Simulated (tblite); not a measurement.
Species: C8H12O.
Geometry (GFN2-xTB, Å), atoms numbered from 1 in this order:
```xyz
21
C8H12O angstrom
C      2.8665    0.4069    1.0481
C      1.7431    0.6795    0.0737
O      1.5618    1.7677   -0.4228
C      0.8810   -0.4878   -0.2055
C      0.1611   -0.5567   -1.5399
C     -0.6179   -0.2737   -0.3152
C     -1.6756   -1.1447    0.3395
C     -2.4733    0.1293    0.6747
C     -1.3819    0.9948    0.0181
H      3.4126    1.3228    1.2572
H      3.5446   -0.3300    0.6218
H      2.4621    0.0010    1.9727
H      1.2023   -1.4230    0.2360
H      0.0767   -1.5247   -2.0111
H      0.3437    0.2649   -2.2173
H     -1.3277   -1.7038    1.2073
H     -2.1741   -1.8328   -0.3423
H     -3.4419    0.1885    0.1848
H     -2.6046    0.3064    1.7395
H     -1.7045    1.5578   -0.8554
H     -0.8628    1.6746    0.6904
```

Computed values, GFN2-xTB/tblite, gas phase, harmonic and unscaled. Errors from tens to a few hundred cm⁻¹ against measured bands are possible. One conformer, not necessarily the lowest.

Harmonic wavenumbers (cm⁻¹): 45.1, 62.4, 118.1, 129.8, 139.8, 288.5, 322.5, 362.0, 389.0, 532.9, 592.8, 622.3, 774.0, 799.9, 820.3, 856.3, 909.2, 920.6, 956.4, 975.6, 1002.6, 1028.5, 1035.9, 1052.2, 1064.4, 1072.2, 1090.7, 1115.7, 1160.8, 1182.4, 1185.5, 1210.1, 1241.4, 1243.3, 1263.0, 1308.7, 1365.4, 1400.4, 1457.0, 1463.5, 1465.5, 1466.9, 1481.7, 1492.2, 1743.7, 2985.9, 3002.0, 3003.2, 3021.1, 3022.4, 3023.7, 3027.2, 3030.3, 3048.3, 3056.7, 3078.9, 3097.9.

A = 3096, B = 1084, C = 1043 MHz; mass 124.089 u (most abundant isotopes); point group C1, symmetry number 1.

**Question.** What is the zero-point energy?

**Answer.** ½Σν̃ = 39304 cm⁻¹ = 470.19 kJ/mol.

**Question.** Entropy at 500 K, 1 bar (ideal gas, RRHO, classical rotation)?

**Answer.** Translation 179.73, rotation 127.40, vibration 196.98: S = 504.1 J/(mol K).

**Question.** And Cp and H(500 K) − H(0)?

**Answer.** Cp = 244.60 J/(mol K), of which vibrations give 211.35 (their classical limit is 57 R = 473.9); H(500 K) − H(0) = 67.67 kJ/mol without the zero-point energy, 51.04 from vibrations.

**Question.** Blend soft modes into free rotors: weight 1/[1 + (100 cm⁻¹/ν̃)⁴] for the oscillator and the rest for a rotor with moment μB/(μ + B), μ = h/(8π²ν), B = 10⁻⁴⁴ kg m². What vibrational entropy results?

**Answer.** 180.79 J/(mol K) in place of 196.98, which changes −T·S at 500 K by +8.09 kJ/mol.

**Question.** How do the functions run with temperature in this model?

**Answer.** 
| T (K) | S (J/(mol K)) | Cp (J/(mol K)) | H − H(0) (kJ/mol) | G − H(0) (kJ/mol) | ln q(vib) |
| --- | --- | --- | --- | --- | --- |
| 100 | 289.7 | 74.7 | 5.43 | -23.54 | 1.81 |
| 200 | 351.5 | 108.5 | 14.53 | -55.76 | 4.26 |
| 300 | 403.6 | 153.2 | 27.54 | -93.54 | 6.61 |
| 800 | 640.4 | 334.2 | 155.75 | -356.61 | 18.79 |
| 1000 | 719.4 | 372.6 | 226.64 | -492.74 | 23.55 |

q(vib) and H(0) count from the zero-point level.

Hindered rotation and anharmonicity are outside this model. Other conformers, if any are populated, would add a mixing term that is left out. The structure is chiral; the term R ln 2 for an equal mix with its mirror image is left out.
